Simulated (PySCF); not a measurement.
PBE0-D3(BJ)/def2-TZVP geometry optimisation, IEF-PCM water with PySCF 2.14 and geomeTRIC: [Cu(OH)4]2-, charge -2, multiplicity 2. Start (model start, shaken):

```
9

Cu    0.0000    0.0045   -0.0041
O     1.9266   -0.0068   -0.0149
H     2.4809    0.8201   -0.0074
O    -1.9493    0.0073    0.0053
H    -2.4784   -0.8140   -0.0004
O     0.0104    1.9198   -0.0069
H    -0.0285    2.4607    0.7724
O    -0.0035   -1.9590    0.0041
H     0.0024   -2.4828   -0.8377
```

| step | E − E(start) / kcal mol⁻¹ | largest force / Eh bohr⁻¹ |
| --- | --- | --- |
| 0 | 0.00 | 0.03072 |
| 1 | -4.24 | 0.00854 |
| 2 | -6.92 | 0.03157 |
| 3 | -9.96 | 0.01602 |
| 4 | -11.30 | 0.00205 |
| 5 | -11.46 | 0.00193 |
| 6 | -11.75 | 0.00180 |
| 7 | -13.32 | 0.01785 |
| 8 | -14.01 | 0.00834 |
| 9 | -15.34 | 0.00930 |
| 10 | -14.10 | 0.01031 |
| 11 | -16.91 | 0.00476 |
| 12 | -17.18 | 0.00189 |
| 13 | -17.23 | 0.00105 |
| 14 | -17.26 | 0.00066 |
| 15 | -17.27 | 0.00058 |
| 16 | -17.28 | 0.00027 |
| 17 | -17.29 | 0.00048 |
| 18 | -17.33 | 0.00097 |
| 19 | -17.36 | 0.00126 |
| 20 | -17.42 | 0.00119 |
| 21 | -17.43 | 0.00051 |
| 22 | -17.44 | 0.00045 |
| 23 | -17.45 | 0.00085 |
| 24 | -17.45 | 0.00082 |
| 25 | -17.45 | 0.00043 |
| 26 | -17.45 | 0.00019 |

The optimisation met its thresholds. End point:

```
9

Cu   -0.0041   -0.0066   -0.0102
O     1.8995   -0.4307   -0.0047
H     2.2785    0.4518    0.0171
O    -1.9063    0.4209   -0.0190
H    -2.2903   -0.4596   -0.0286
O     0.4236    1.8980   -0.0027
H    -0.4568    2.2823   -0.0078
O    -0.4314   -1.9096   -0.0177
H     0.4478   -2.2967   -0.0160
```

Metal–donor distances, start → end: O2 1.927 → 1.950 Å, O4 1.949 → 1.950 Å, O6 1.915 → 1.952 Å, O8 1.964 → 1.950 Å.

No frequencies were computed, so the end point may be a saddle point.

The job took 13 min on one thread of Arm Neoverse V2 (shared host), with 193 basis functions and a peak of 1.4 GiB, launched as `OMP_NUM_THREADS=1 python lf_run.py task.json out`.
